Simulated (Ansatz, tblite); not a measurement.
Removing an electron: BiMe2F (C₂H₆BiF). The state is a singlet with charge 0. Geometry: PBE0-D4/def2-SVP. Ansatz, gas phase; energy differences of separate SCF runs; the oxidised species was run as a doublet alone.

Cartesian coordinates in Å:
```
Bi -0.537 -1.238 -0.410
C -1.205 0.324 1.083
H -1.362 1.291 0.582
H -0.386 0.407 1.812
H -2.125 0.010 1.594
C 1.011 0.150 -1.298
H 1.494 -0.313 -2.170
H 1.758 0.324 -0.510
H 0.543 1.102 -1.590
F 0.809 -2.056 0.906
```

In the def2 sets Bi takes a core potential; there is no spin–orbit coupling. The xTB rows come from tblite.

| level | −HOMO (eV) | vertical IE (eV) | −LUMO (eV) | HOMO–LUMO gap (eV) |
| --- | --- | --- | --- | --- |
| GFN1-xTB | 10.93 | 14.08 | 5.34 | 5.59 |
| PBE-D4/def2-TZVP | 6.10 | 8.99 | 1.93 | 4.17 |
| PBE0-D4/def2-TZVP | 7.18 | 9.18 | 1.15 | 6.03 |

Question: Estimate the rows for GFN2-xTB, r2SCAN-D4/def2-TZVP.

Answer: 
```csv
level,−HOMO (eV),vertical IE (eV),−LUMO (eV),HOMO–LUMO gap (eV)
GFN2-xTB,10.47,13.54,4.37,6.11
r2SCAN-D4/def2-TZVP,6.35,9.07,1.68,4.67
```

 Raw xTB energy differences between charge states are shifted by several eV; the methods need an empirical correction for them.
